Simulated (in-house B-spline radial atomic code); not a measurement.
How numerical settings move a run on Fe II (Fe+), [Ar] 3d6 4s1. Computed with an all-electron radial atomic-structure program (B-spline basis): Dirac-Hartree-Fock, average of configuration, Fermi nucleus of rms radius 3.7377 fm.

Command:
```bash
python run_scf.py task.json out
```
Settings of the sound reference run:
```
Z                26
electrons        25
configuration    [Ar] 3d6 4s1
hamiltonian      dirac
method           hf
spin_polarised   False
nucleus          fermi
rms_radius       3.7377
mass_number      56
atomic_mass      55.93494
speed_of_light   137.036
knot_spacing     0.22
spline_order     8
gauss_points     12
box_radius       35.29
max_iterations   70
damping          0.5
damped_steps     3
diis_vectors     10
tolerance        1e-08
start            Thomas-Fermi
```

Time taken, with all properties: 0.96 s on 1 thread of Intel(R) Xeon(R) 6975P-C (shared host).

It converges in 10 iterations to -1271.139134 hartree, with 4s1/2 at -14.9997 eV. The other runs change the listed settings, some to values that make no sense; their results aren't properties of the atom or ion. Radii are in bohr (the nuclear one in fm), a minus after a letter asks for a j subshell, and «unchanged» means within 1e-8 hartree. The run stops when the residual is below 10 × tolerance × max(1, Z/10), or a noise floor if that is larger, and the energy moves by less than 1e-8 × √|E| hartree; so very loose and very tight tolerances often act alike.

| changed settings | outcome |
| --- | --- |
| max_iterations = 60, tolerance = 1e-13, start = bare nucleus | converged in 11 iterations, energy unchanged, 4s1/2 level -7.8e-07 eV |
| max_iterations = 2 | not converged after 2 iterations, last residual 4.9e-01, last energy +5.79e+00 hartree from the reference |
| diis_vectors = 0 | converged in 23 iterations, energy unchanged, 4s1/2 level -2.9e-06 eV |
| max_iterations = 3 | not converged after 3 iterations, last residual 9.9e-02, last energy +4.33e-01 hartree from the reference |
| first_knot = 0.0385 | converged in 10 iterations, energy +2.08e-01 hartree from the reference, 4s1/2 level +6.4e-04 eV |
| electrons = 33, configuration = [Ar] 3d6 4s1 6s2 6p6, max_iterations = 100 | not converged after 100 iterations, last residual 2.6e-01 |
| spline_order = 4, box_radius = 5.29, first_knot = 0.000385, max_iterations = 100 | converged in 10 iterations, energy +2.91e-02 hartree from the reference, 4s1/2 level +7.4e-01 eV (the program warns: 4s1/2 reaches the box edge; 3p3/2 reaches the box edge) |
| max_iterations = 8 | not converged after 8 iterations, last residual 6.8e-05, last energy +9.67e-08 hartree from the reference |
| diis_vectors = 4 | converged in 11 iterations, energy unchanged, 4s1/2 level -8.9e-07 eV |
| first_knot = 3.85e-05 | converged in 10 iterations, energy +1.02e-08 hartree from the reference |
| first_knot = 0.00385 | converged in 10 iterations, energy -2.45e-03 hartree from the reference, 4s1/2 level -3.7e-05 eV |
| diis_vectors = 1 | not converged after 70 iterations, last residual 2.3e-05, last energy +1.47e-08 hartree from the reference |
| first_knot = 3.85e-06 | converged in 10 iterations, energy unchanged |
| spline_order = 6, first_knot = 0.115, max_iterations = 50, tolerance = 1e-10 | converged in 13 iterations, energy +1.08e+01 hartree from the reference, 4s1/2 level -4.7e-02 eV |

(1) What happens with diis_vectors = 2?

(2) What happens with first_knot = 0.0115?

(3) What happens with first_knot = 0.115?

(4) What happens with box_radius = 10.59, first_knot = 0.00385, max_iterations = 12?

Answers

(1) Converged in 12 iterations, energy unchanged.

(2) Converged in 10 iterations, energy +1.16e-02 hartree from the reference, 4s1/2 level +3.5e-05 eV.

(3) Converged in 10 iterations, energy +3.13e+00 hartree from the reference, 4s1/2 level -8.5e-04 eV.

(4) Converged in 10 iterations, energy -2.44e-03 hartree from the reference, 4s1/2 level +1.5e-04 eV (the program warns: 4s1/2 reaches the box edge).
